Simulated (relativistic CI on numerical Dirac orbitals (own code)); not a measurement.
# Energy levels of Ir XXX

Calculated at this level of theory: Dirac-Coulomb-Breit CI, KLI orbitals optimised for each configuration, model QED (radiative potential, 1s self-energy scaled to tabulated hydrogen-like ionisation energies), unscaled Slater integrals (own radial code, finite nucleus).

CI space (outside the closed core [Ar] 3d10): 4s²4p⁶4d¹⁰4f², 4s²4p⁶4d⁹4f³, 4s²4p⁶4d¹⁰4f5s, 4s²4p⁶4d¹⁰4f5p, 4s²4p⁶4d¹⁰5s², 4s²4p⁵4d¹⁰4f³, 4s²4p⁶4d¹⁰5s5p, 4s²4p⁶4d¹⁰4f5d, 4s²4p⁶4d¹⁰5p², 4s²4p⁶4d¹⁰5s5d, 4s4p⁶4d¹⁰4f³, 4s²4p⁶4d⁹4f²5s, 4s²4p⁶4d¹⁰5p5d, 4s²4p⁶4d¹⁰4f5f, 4s²4p⁶4d⁹4f²5p, 4s²4p⁶4d¹⁰4f6s, 4s²4p⁶4d¹⁰5d², 4s²4p⁶4d¹⁰4f5g, 4s²4p⁶4d¹⁰4f6p, 4s²4p⁶4d¹⁰4f6d, 4s²4p⁵4d¹⁰4f²5s, 4s²4p⁶4d¹⁰4f7s, 4s²4p⁶4d¹⁰4f6g, 4s4p⁶4d¹⁰4f5s², 4s4p⁶4d¹⁰4f5p². Double excitations out of closed p, d and f shells are left out; levels of such configurations are missing from the list, as are those of other unlisted configurations, and high levels can miss mixing partners.

The lowest level is 4s²4p⁶4d¹⁰4f² ³H4, with 87 % of that term; Hund's rules for 4s²4p⁶4d¹⁰4f² give ³H with J = 4, in agreement.

| No. | Configuration | Term | J | E (cm⁻¹) | % | Lifetime (s) | jj configuration (%) |
| --- | --- | --- | --- | --- | --- | --- | --- |
| 1 | 4s²4p⁶4d¹⁰4f² | ³H | 4 | 0 | 87 |  | 4f5/2^2 (98) |
| 2 | 4s²4p⁶4d¹⁰4f² | ³F | 2 | 22241 | 85 | 2.33e+02 | 4f5/2^2 (88) |
| 3 | 4s²4p⁶4d¹⁰4f² | ³H | 5 | 34317 | 100 | 1.08e-03 | 4f5/2 4f7/2 (100) |
| 4 | 4s²4p⁶4d¹⁰4f² | ¹G | 4 | 48476 | 47 | 2.60e-03 | 4f5/2 4f7/2 (98) |
| 5 | 4s²4p⁶4d¹⁰4f² | ³F | 3 | 49179 | 100 | 2.19e-03 | 4f5/2 4f7/2 (100) |
| 6 | 4s²4p⁶4d¹⁰4f² | ³H | 6 | 62091 | 90 | 2.30e-03 | 4f7/2^2 (58) |
| 7 | 4s²4p⁶4d¹⁰4f² | ¹D | 2 | 86088 | 51 | 9.67e-04 | 4f5/2 4f7/2 (81) |
| 8 | 4s²4p⁶4d¹⁰4f² | ³P | 0 | 86178 | 91 | 3.73e-01 | 4f5/2^2 (84) |
| 9 | 4s²4p⁶4d¹⁰4f² | ³F | 4 | 88024 | 57 | 7.07e-04 | 4f7/2^2 (100) |
| 10 | 4s²4p⁶4d¹⁰4f² | ³P | 1 | 103489 | 100 | 4.20e-03 | 4f5/2 4f7/2 (100) |
| 11 | 4s²4p⁶4d¹⁰4f² | ¹I | 6 | 107669 | 90 | 9.16e-04 | 4f5/2 4f7/2 (58) |
| 12 | 4s²4p⁶4d¹⁰4f² | ³P | 2 | 130343 | 63 | 6.22e-04 | 4f7/2^2 (91) |
| 13 | 4s²4p⁶4d¹⁰4f² | ¹S | 0 | 214662 | 91 | 1.44e-04 | 4f7/2^2 (84) |
| 14 | 4s²4p⁶4d¹⁰4f5s | ³F° | 2 | 1350070 | 99 | 1.51e-06 | 4f5/2 5s (99) |
| 15 | 4s²4p⁶4d¹⁰4f5s | ³F° | 3 | 1353652 | 68 | 8.28e-07 | 4f5/2 5s (98) |
| 16 | 4s²4p⁶4d¹⁰4f5s | ³F° | 4 | 1388726 | 99 | 1.19e-06 | 4f7/2 5s (99) |
| 17 | 4s²4p⁶4d¹⁰4f5s | ¹F° | 3 | 1394823 | 68 | 1.22e-06 | 4f7/2 5s (98) |
| 18 | 4d⁹4f³(4I°) | ⁵H° | 3 | 1686001 | 48 | 2.14e-09 | 4d5/2^5 4f5/2^3 (72) |
| 19 | 4d⁹4f³(4I°) | ⁵H° | 4 | 1687721 | 46 | 5.96e-09 | 4d5/2^5 4f5/2^3 (75) |
| 20 | 4d⁹4f³(4I°) | ⁵G° | 2 | 1691958 | 91 | 2.71e-08 | 4d5/2^5 4f5/2^3 (69) |
| 21 | 4d⁹4f³(4I°) | ⁵H° | 5 | 1702150 | 43 | 6.33e-09 | 4d5/2^5 4f5/2^3 (47) |
| 22 | 4d⁹4f³(4F°) | ⁵D° | 2 | 1715372 | 31 | 2.20e-09 | 4d5/2^5 4f5/2^3 (70) |
| 23 | 4d⁹4f³(4I°) | ⁵I° | 6 | 1719819 | 32 | 2.56e-08 | 4d5/2^5 4f5/2^2 4f7/2 (50) |
| 24 | 4d⁹4f³(4F°) | ⁵D° | 1 | 1720783 | 50 | 9.21e-10 | 4d5/2^5 4f5/2^3 (69) |
| 25 | 4d⁹4f³(4I°) | ⁵G° | 5 | 1722338 | 25 | 1.34e-09 | 4d5/2^5 4f5/2^2 4f7/2 (45) |
| 26 | 4d⁹4f³(4I°) | ⁵L° | 7 | 1724451 | 35 | 7.69e-08 | 4d5/2^5 4f5/2^3 (74) |
| 27 | 4d⁹4f³(4F°) | ⁵D° | 4 | 1725240 | 32 | 8.96e-09 | 4d5/2^5 4f5/2^2 4f7/2 (72) |
| 28 | 4d⁹4f³(4F°) | ⁵D° | 3 | 1726536 | 42 | 2.48e-09 | 4d5/2^5 4f5/2^2 4f7/2 (85) |
| 29 | 4d⁹4f³(4I°) | ⁵G° | 3 | 1729579 | 51 | 3.74e-10 | 4d5/2^5 4f5/2^2 4f7/2 (80) |
| 30 | 4d⁹4f³(4I°) | ⁵H° | 6 | 1730330 | 35 | 4.31e-08 | 4d5/2^5 4f5/2^3 (46) |
| 31 | 4d⁹4f³(4I°) | ⁵G° | 4 | 1730497 | 38 | 8.26e-10 | 4d5/2^5 4f5/2^2 4f7/2 (72) |
| 32 | 4d⁹4f³(4G°) | ⁵D° | 0 | 1733212 | 86 | 7.04e-09 | 4d5/2^5 4f5/2^2 4f7/2 (49) |
| 33 | 4d⁹4f³(4I°) | ⁵L° | 8 | 1739696 | 57 | 4.88e-03 | 4d5/2^5 4f5/2^2 4f7/2 (89) |
| 34 | 4d⁹4f³(4I°) | ⁵I° | 7 | 1743214 | 40 | 3.60e-08 | 4d5/2^5 4f5/2^2 4f7/2 (49) |
| 35 | 4d⁹4f³(2D°) | ³G° | 4 | 1743481 | 26 | 1.13e-09 | 4d5/2^5 4f5/2^3 (57) |
| 36 | 4s²4p⁶4d¹⁰4f5p | ³G | 3 | 1743952 | 70 | 5.87e-11 | 4f5/2 5p1/2 (99) |
| 37 | 4d⁹4f³(4F°) | ⁵D° | 2 | 1746353 | 27 | 2.50e-09 | 4d5/2^5 4f5/2^2 4f7/2 (66) |
| 38 | 4d⁹4f³(4F°) | ⁵G° | 6 | 1747185 | 52 | 2.53e-09 | 4d5/2^5 4f5/2^2 4f7/2 (51) |
| 39 | 4d⁹4f³(2G°) | ³F° | 3 | 1748399 | 39 | 7.32e-10 | 4d5/2^5 4f5/2^2 4f7/2 (54) |
| 40 | 4d⁹4f³(4I°) | ³I° | 5 | 1749504 | 32 | 1.66e-09 | 4d5/2^5 4f5/2^2 4f7/2 (81) |
| 41 | 4s²4p⁶4d¹⁰4f5p | ³F | 2 | 1750276 | 51 | 5.67e-11 | 4f5/2 5p1/2 (99) |
| 42 | 4d⁹4f³(4F°) | ⁵F° | 5 | 1750966 | 35 | 2.39e-09 | 4d5/2^5 4f5/2^2 4f7/2 (81) |
| 43 | 4d⁹4f³(4I°) | ⁵L° | 9 | 1752156 | 68 | 1.05e-02 | 4d5/2^5 4f5/2 4f7/2^2 (52) |
| 44 | 4d⁹4f³(4G°) | ⁵H° | 7 | 1754306 | 39 | 2.46e-08 | 4d5/2^5 4f5/2^2 4f7/2 (64) |
| 45 | 4d⁹4f³(4F°) | ⁵F° | 4 | 1755149 | 31 | 2.22e-09 | 4d5/2^5 4f5/2^2 4f7/2 (70) |
| 46 | 4d⁹4f³(4D°) | ⁵S° | 2 | 1755538 | 32 | 1.12e-09 | 4d5/2^5 4f5/2^2 4f7/2 (84) |
| 47 | 4d⁹4f³(2P°) | ³D° | 3 | 1755624 | 23 | 2.76e-10 | 4d5/2^5 4f5/2^2 4f7/2 (43) |
| 48 | 4d⁹4f³(4F°) | ⁵H° | 5 | 1760214 | 25 | 1.54e-09 | 4d5/2^5 4f5/2^2 4f7/2 (79) |
| 49 | 4d⁹4f³(4I°) | ⁵L° | 10 | 1761942 | 66 | 4.06e-02 | 4d5/2^5 4f5/2 4f7/2^2 (43) |
| 50 | 4d⁹4f³(4S°) | ⁵D° | 4 | 1762153 | 46 | 2.92e-10 | 4d5/2^5 4f5/2^2 4f7/2 (59) |
| 51 | 4s²4p⁶4d⁹4f³ | ³D° | 1 | 1763872 | 34 | 1.75e-10 | 4d5/2^5 4f5/2^2 4f7/2 (72) |
| 52 | 4d⁹4f³(4I°) | ⁵I° | 8 | 1767882 | 35 | 3.62e-04 | 4d5/2^5 4f5/2 4f7/2^2 (52) |
| 53 | 4d⁹4f³(4I°) | ³K° | 6 | 1768946 | 31 | 1.69e-08 | 4d5/2^5 4f5/2^2 4f7/2 (84) |
| 54 | 4d⁹4f³(4G°) | ⁵G° | 3 | 1772966 | 43 | 2.10e-10 | 4d5/2^5 4f5/2^2 4f7/2 (50) |
| 55 | 4d⁹4f³(4F°) | ⁵G° | 6 | 1773717 | 30 | 1.72e-09 | 4d5/2^5 4f5/2^2 4f7/2 (61) |
| 56 | 4d⁹4f³(2G°) | ³G° | 4 | 1773800 | 28 | 2.04e-10 | 4d5/2^5 4f5/2 4f7/2^2 (54) |
| 57 | 4d⁹4f³(2G°) | ³I° | 7 | 1776666 | 26 | 1.45e-08 | 4d5/2^5 4f5/2^2 4f7/2 (83) |
| 58 | 4d⁹4f³(2K°) | ³H° | 4 | 1777773 | 32 | 2.19e-10 | 4d5/2^5 4f5/2 4f7/2^2 (70) |
| 59 | 4d⁹4f³(2H°) | ³F° | 2 | 1779470 | 62 | 1.52e-09 | 4d5/2^5 4f5/2^2 4f7/2 (50) |
| 60 | 4d⁹4f³(2H°) | ¹H° | 5 | 1779836 | 21 | 2.07e-10 | 4d5/2^5 4f5/2^2 4f7/2 (52) |
| 61 | 4d⁹4f³(2D°) | ³F° | 4 | 1780529 | 28 | 1.87e-10 | 4d5/2^5 4f5/2^2 4f7/2 (59) |
| 62 | 4d⁹4f³(2L°) | ³I° | 6 | 1781116 | 34 | 1.25e-09 | 4d5/2^5 4f5/2^2 4f7/2 (56) |
| 63 | 4s²4p⁶4d⁹4f³ | ³D° | 2 | 1781326 | 21 | 8.27e-10 | 4d5/2^5 4f5/2^2 4f7/2 (59) |
| 64 | 4d⁹4f³(4F°) | ⁵P° | 1 | 1783630 | 25 | 3.38e-10 | 4d5/2^5 4f5/2^3 (47) |
| 65 | 4s²4p⁶4d¹⁰4f5p | ³D | 3 | 1784562 | 48 | 5.78e-11 | 4f7/2 5p1/2 (99) |
| 66 | 4d⁹4f³(4F°) | ⁵D° | 3 | 1786215 | 28 | 1.76e-10 | 4d5/2^5 4f5/2^2 4f7/2 (43) |
| 67 | 4s²4p⁶4d⁹4f³ | ³K° | 8 | 1787693 | 32 | 2.53e-04 | 4d5/2^5 4f5/2 4f7/2^2 (48) |
| 68 | 4d⁹4f³(2L°) | ³I° | 5 | 1788177 | 23 | 3.51e-10 | 4d5/2^5 4f5/2 4f7/2^2 (70) |
| 69 | 4s²4p⁶4d¹⁰4f5p | ³G | 4 | 1788742 | 42 | 5.63e-11 | 4f7/2 5p1/2 (99) |
| 70 | 4d⁹4f³(4F°) | ⁵G° | 2 | 1789271 | 29 | 3.99e-10 | 4d5/2^5 4f5/2^2 4f7/2 (73) |

Energies count from the lowest computed level; ° marks odd parity; lifetimes are radiative, by E1, M1, E2, M2, E3 decay to levels of this space only. Percentages are summed over parent terms; the parents shown are those of the largest component, closed shells are left out there. Filled j subshells are mostly left out of the jj labels.

The mean weight of the leading LS term, summed over parents, in these 70 levels is 50 %, and that of the leading jj configuration (from the same eigenvectors) 72 %, so jj coupling describes them better and the LS labels are nominal.

At this charge energies of transitions that change n are usually good to better than 1 %, and those within a shell (Δn = 0) to a few per cent. Terms inside the open d or f shell come out 10 to 20 % too wide with unscaled integrals.

Landé's interval rule says that E(J) − E(J−1) = AJ with one A. For the ground term the intervals give A = 6863.5, 4628.9 cm⁻¹ for J = 5, 6; the multiplet is regular.

LS names give the leading component of a level, which can be under half, so a name can repeat, a term be missing and a line seem to break the LS rules.
